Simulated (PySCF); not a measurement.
Calculation: PBE-D3(BJ)/def2-TZVP (PySCF). All species are isolated molecules in the gas phase. One relaxed conformer stands for a flexible species; it need not be the lowest. Delta-SCF ions had no search for a lower state. 

Reference species (SMILES): `BCC=C` (neutral, multiplicity 1).

```json
{
 "vertical ionisation energy (Delta-SCF)": "9.35 eV",
 "HOMO": "-6.13 eV",
 "LUMO": "-2.35 eV"
}
```

Changed species: `B/C=C/C`.

**Question.** Predict the effect on the vertical ionisation energy (Delta-SCF), HOMO and LUMO.

**Answer.** the vertical ionisation energy (Delta-SCF) rises by 0.76 eV, to 10.11 eV; the HOMO falls by 0.80 eV, to -6.93 eV; the LUMO falls by 0.44 eV, to -2.79 eV.
